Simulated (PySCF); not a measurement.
C₅H₆, SMILES C#CC1CC1. The structure is a stationary point at B3LYP-D3(BJ)/def2-SVP.

Computed equilibrium geometry at B3LYP-D3(BJ)/def2-SVP (PySCF confirms it by a frequency run) as a Z-matrix, and its point group:
point group Cs.
```
C
H 1 1.0957
C 1 1.4410 2 114.40
C 3 1.2127 2 152.30 1 180.00
H 4 1.0731 2 162.16 1 -180.00
C 1 1.5201 2 115.96 3 -146.76
H 6 1.0926 1 116.92 2 145.24
H 6 1.0931 7 114.75 1 142.79
C 6 1.4984 7 118.20 8 148.00
H 9 1.0926 6 118.20 7 0.00
H 9 1.0931 10 114.75 6 148.00
```
